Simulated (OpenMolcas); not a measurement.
Mn2+.

- Program: OpenMolcas 26.06
- Method: CASSCF
- Basis: ANO-R2 [7s4p4d2f1g]
- Scalar Hamiltonian: X2C, finite nucleus
- Active space: 5 electrons in 10 orbitals (3d 4d)
- State averaging: 2S+1 = 6 even, 1 root; 2S+1 = 4 even, 24 roots; 2S+1 = 2 even, 58 roots
- Spin-orbit coupling: RASSI with atomic mean-field integrals over the reference wave functions, term energies averaged over their components

Levels without dynamic correlation, in cm-1 above 3d5 6S 5/2:

| Level | E |
| --- | --- |
| 3d5 4G 5/2 | 30859 |
| 3d5 4P 5/2 | 35245 |
| 3d5 4D 7/2 | 38410 |
| 3d5 2I 11/2 | 43971 |
| 3d5 2D 5/2(1) [69 %] | 49378 |

On this reference, MS-CASPT2, IPEA 0.25 Eh, imaginary shift 0.1 Eh (closed shells correlated: 3s 3p) puts 3d5 4G 5/2 at 28220 cm-1.

Question: Estimate the other levels at that method by one scale factor, and say how well it serves.

Answer: The factor is 28220 / 30859 = 0.914. Scaled values beside those that MS-CASPT2 gives and measured ones (Corliss and Sugar, J. Phys. Chem. Ref. Data 6, 1253 (1977)):
| Level | Scaled | MS-CASPT2 | Miss (%) | Measured |
| --- | --- | --- | --- | --- |
| 3d5 4P 5/2 | 32214 | 30980 | +4.0 | 29168 |
| 3d5 4D 7/2 | 35107 | 33870 | +3.7 | 32307 |
| 3d5 2I 11/2 | 40189 | 41310 | -2.7 | 39174 |
| 3d5 2D 5/2(1) [69 %] | 45131 | 43770 | +3.1 | 41238 |
For these levels the scaled values miss MS-CASPT2 by up to 4.0 %, as correlation changes each term by its own factor, spin-orbit parts do not scale and CASPT2 has its own spread within terms. This holds within one configuration; levels of others move differently, and the target method has errors of its own against measurement.

Term energies are means over components that CASPT2 splits; among the terms shown or strongly mixed into the levels shown the widest spread is 640 cm-1 (3d5 2I, MS-CASPT2). Active for correlation alone: 4d; no level in the range computed is led by a configuration that fills it, so any true level of that kind is missing. Without dynamic correlation excited terms often stand tens of per cent too high (terms of higher spin than the ground term too low), and those without a measured partner can miss by more than the paired ones (holds for CASSCF). Measured partners are found by configuration, term and J. A level has none where our copy of the source lacks it or the pairing is in doubt (some pairs that miss far off the trend of their configuration count as doubtful), and it then counts in no deviation. Levels of configurations outside the active space are missing.

A share in square brackets marks a mixed level and gives the weight of the term that names it, the lowest over the columns. A number in round brackets counts repeated terms of one configuration in the order of the reference energies.
